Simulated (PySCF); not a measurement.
C4H10In, charge +1, singlet, at a GFN2-xTB geometry (such geometries of metal compounds can be far from the true shape) (all electrons, no relativity); B3LYP/3-21G in PySCF.

The PySCF input:
```python
from pyscf import gto, scf, dft

mol = gto.M(
    atom='''
In   -0.00325323   -0.00118182   -0.00075075
C    -0.26388659   -0.73201592    2.27317528
C     0.22828659   -2.14031481    2.44634191
H    -1.33630667   -0.61904132    2.43933074
H     0.31543215    0.00627723    2.82972437
H     1.29309220   -2.23290490    2.22233056
H    -0.33590699   -2.84966766    1.83718266
H     0.09057852   -2.42950229    3.49201022
C     0.25506796    0.72881234   -2.27521036
C    -0.20245158    2.14970000   -2.44037993
H    -0.34820496    0.00710143   -2.82806737
H     1.32262360    0.58878643   -2.45170842
H     0.38555276    2.84271358   -1.83494779
H    -1.26235605    2.26905968   -2.20601560
H    -0.06719440    2.43799713   -3.48661384
''',
    basis='3-21g',
    charge=1,
    verbose=4,
)

mf = dft.RKS(mol)
mf.xc = 'b3lyp'
mf.kernel()
```

Problem. Predict the main parts of the log of this PySCF run.

Solution. 
```
PySCF version 2.14.0

[INPUT] verbose = 4
[INPUT] num. atoms = 15
[INPUT] num. electrons = 82
[INPUT] charge = 1
[INPUT] spin (= nelec alpha-beta = 2S) = 0
[INPUT] symmetry False subgroup None
[INPUT] Mole.unit = angstrom
[INPUT] Symbol           X                Y                Z      unit          X                Y                Z       unit  Magmom
[INPUT]  1 In    -0.003253230000  -0.001181820000  -0.000750750000 AA   -0.006147713720  -0.002233316129  -0.001418711888 Bohr   0.0
[INPUT]  2 C     -0.263886590000  -0.732015920000   2.273175280000 AA   -0.498673383045  -1.383309607622   4.295678712331 Bohr   0.0
[INPUT]  3 C      0.228286590000  -2.140314810000   2.446341910000 AA    0.431399133011  -4.044608811251   4.622916216945 Bohr   0.0
[INPUT]  4 H     -1.336306670000  -0.619041320000   2.439330740000 AA   -2.525253624730  -1.169818554589   4.609667025833 Bohr   0.0
[INPUT]  5 H      0.315432150000   0.006277230000   2.829724370000 AA    0.596080374383   0.011862245521   5.347404067307 Bohr   0.0
[INPUT]  6 H      1.293092200000  -2.232904900000   2.222330560000 AA    2.443590111811  -4.219578723199   4.199596116651 Bohr   0.0
[INPUT]  7 H     -0.335906990000  -2.849667660000   1.837182660000 AA   -0.634772214427  -5.385091423430   3.471772068200 Bohr   0.0
[INPUT]  8 H      0.090578520000  -2.429502290000   3.492010220000 AA    0.171168595568  -4.591093947104   6.598942939982 Bohr   0.0
[INPUT]  9 C      0.255067960000   0.728812340000  -2.275210360000 AA    0.482008587552   1.377255718803  -4.299524456173 Bohr   0.0
[INPUT] 10 C     -0.202451580000   2.149700000000  -2.440379930000 AA   -0.382578039685   4.062344249978  -4.611649707585 Bohr   0.0
[INPUT] 11 H     -0.348204960000   0.007101430000  -2.828067370000 AA   -0.658012009615   0.013419757793  -5.344272791119 Bohr   0.0
[INPUT] 12 H      1.322623600000   0.588786430000  -2.451708420000 AA    2.499396369886   1.112645098560  -4.633057451090 Bohr   0.0
[INPUT] 13 H      0.385552760000   2.842713580000  -1.834947790000 AA    0.728589122970   5.371950116782  -3.467548775976 Bohr   0.0
[INPUT] 14 H     -1.262356050000   2.269059680000  -2.206015600000 AA   -2.385507206188   4.287901355493  -4.168765310518 Bohr   0.0
[INPUT] 15 H     -0.067194400000   2.437997130000  -3.486613840000 AA   -0.126979013104   4.607146868176  -6.588745259718 Bohr   0.0

nuclear repulsion = 404.557415987021
number of shells = 53
number of NR pGTOs = 171
number of NR cGTOs = 87
basis = 3-21g
ecp = {}

******** <class 'pyscf.dft.rks.RKS'> ********
method = RKS
initial guess = minao
damping factor = 0
level_shift factor = 0
DIIS = <class 'pyscf.scf.diis.CDIIS'>
diis_start_cycle = 1
diis_space = 8
diis_damp = 0
SCF conv_tol = 1e-09
SCF conv_tol_grad = None
SCF max_cycles = 50
direct_scf = True
direct_scf_tol = 1e-13
XC library pyscf.dft.libxc version 7.1.2
    S. Lehtola, C. Steigemann, M. J. T. Oliveira, and M. A. L. Marques,  SoftwareX 7, 1–5 (2018)
XC functionals = b3lyp
    P. J. Stephens, F. J. Devlin, C. F. Chabalowski, and M. J. Frisch,  J. Phys. Chem. 98, 11623 (1994)
radial grids:
    Treutler-Ahlrichs [JCP 102, 346 (1995); DOI:10.1063/1.469408] (M4) radial grids

becke partition: Becke, JCP 88, 2547 (1988); DOI:10.1063/1.454033
pruning grids: <function nwchem_prune>
grids dens level: 3
symmetrized grids: False
atomic radii adjust function: <function treutler_atomic_radii_adjust>
small_rho_cutoff = 0
Set gradient conv threshold to 3.16228e-05
Initial guess from minao.
tot grids = 176432
init E= -5863.02641082234
  HOMO = -0.285688485370835  LUMO = -0.151625373995116  gap/eV = 3.64804
cycle= 1 E= -5874.52388836503  delta_E= -11.5  |g|= 0.391  |ddm|= 3.26
  HOMO = -0.378633617238651  LUMO = -0.268376890277681  gap/eV = 3.00024
cycle= 2 E= -5874.50127855287  delta_E= 0.0226  |g|= 0.491  |ddm|=  1.1
  HOMO = -0.407717020466943  LUMO = -0.248409197708638  gap/eV = 4.33499
cycle= 3 E= -5874.57485250728  delta_E= -0.0736  |g|= 0.025  |ddm|= 0.578
  HOMO = -0.40140743235964  LUMO = -0.23998835134994  gap/eV = 4.39244
cycle= 4 E= -5874.57498909028  delta_E= -0.000137  |g|= 0.016  |ddm|= 0.0568
  HOMO = -0.402588610169607  LUMO = -0.24135172937941  gap/eV = 4.38748
cycle= 5 E= -5874.57505360875  delta_E= -6.45e-05  |g|= 0.0029  |ddm|= 0.0163
  HOMO = -0.402833141027892  LUMO = -0.241616909368053  gap/eV = 4.38692
cycle= 6 E= -5874.57505686879  delta_E= -3.26e-06  |g|= 0.000344  |ddm|= 0.00568
  HOMO = -0.402810025786941  LUMO = -0.241579503723597  gap/eV = 4.38731
cycle= 7 E= -5874.57505691407  delta_E= -4.53e-08  |g|= 3.53e-05  |ddm|= 0.000658
  HOMO = -0.402809353538476  LUMO = -0.241578690965188  gap/eV = 4.38731
cycle= 8 E= -5874.57505691483  delta_E= -7.64e-10  |g|= 8.05e-06  |ddm|= 8.01e-05
  HOMO = -0.402809893850001  LUMO = -0.241579224226018  gap/eV = 4.38731
Extra cycle  E= -5874.57505691463  delta_E= 2.06e-10  |g|= 1.76e-05  |ddm|= 3.32e-05
converged SCF energy = -5874.57505691463
```
